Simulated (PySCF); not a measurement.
## Ru⁺ (ruthenium, charge +1) across methods

[Kr] 4d6 5s1, high-spin 6D determinant (an excited configuration). All numbers are calculated (PySCF 2.14, scalar relativity through the core potential, in def2-TZVPPD with the def2 core potential (28 electrons) (6s4p3d2f1g, 56 functions)).

| method | E (hartree) | mean ε 4d α (eV) | mean ε 4d β (eV) | mean ε 5s α (eV) | Σ⟨r²⟩ (bohr²) | ⟨S²⟩ |
| --- | --- | --- | --- | --- | --- | --- |
| wB97M-V | -94.4027 | -20.724 | -17.747 | -15.087 | 38.32 | 8.751 |
| r2SCAN | -94.5335 | -17.064 | -13.684 | -12.907 | 38.06 | 8.751 |
| B97-3 | -94.4963 | -18.333 | -15.400 | -13.097 | 38.19 | 8.751 |
| UHF | -93.87847 | -23.118 | -18.929 | -14.791 | 38.45 | 8.753 |
| HSE06 | -94.4842 | -17.961 | -14.860 | -12.915 | 38.25 | 8.751 |
| TPSSh | -94.4616 | -17.277 | -14.433 | -12.769 | 38.26 | 8.751 |
| PBE | -94.5000 | -16.576 | -13.711 | -12.604 | 38.36 | 8.751 |
| LDA | -94.2737 | -16.692 | -13.726 | -12.905 | 38.47 | 8.750 |

**Question.** Estimate the same row for PBE0.

**Answer.** E (hartree) = -94.4857; mean ε 4d α (eV) = -18.387; mean ε 4d β (eV) = -15.262; mean ε 5s α (eV) = -13.277; Σ⟨r²⟩ (bohr²) = 38.22; ⟨S²⟩ = 8.751.

Energies and moments cover only the electrons outside the core potential.
